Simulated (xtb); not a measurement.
B(CCH)(Me)(OH) (C3H5BO), SMILES C(#C)B(O)C. All values are semi-empirical tight-binding results from xtb (GFN2-xTB unless named), good for trends rather than for accurate numbers. The structure is a stationary point at GFN2-xTB. This is a generated structure with no PubChem entry under its InChIKey; it may be hypothetical. The values are those of a single conformer.

Computed properties:
```json
{
  "point_group_as_xtb_finds_it": "Cs",
  "orbital_gap": "4.82 eV",
  "dipole_moment": "1.41 D",
  "zero_point_energy": "45.9 kcal/mol",
  "G − E(el) at 298.15 K (modified RRHO)": "27.3 kcal/mol",
  "static polarisability (D4 model)": "50.2 bohr³",
  "solvation energy, GFN2-xTB/ALPB(water)": "-4.5 kcal/mol",
  "solvation energy, GFN2-xTB/ALPB(ch2cl2)": "-5.0 kcal/mol"
}
```

Computed IR lines (harmonic; lines under 4 % of the strongest left out, lines within 3 cm⁻¹ merged):
ν (cm⁻¹): 646 (m), 702 (m), 867 (m), 928 (m), 1168 (s), 1303 (vs), 1384 (w), 2212 (w), 3018 (w), 3030 (w), 3054 (w) (against the strongest line: vs over 80 %, s over 45 %, m over 15 %, w over 4 %, vw less)
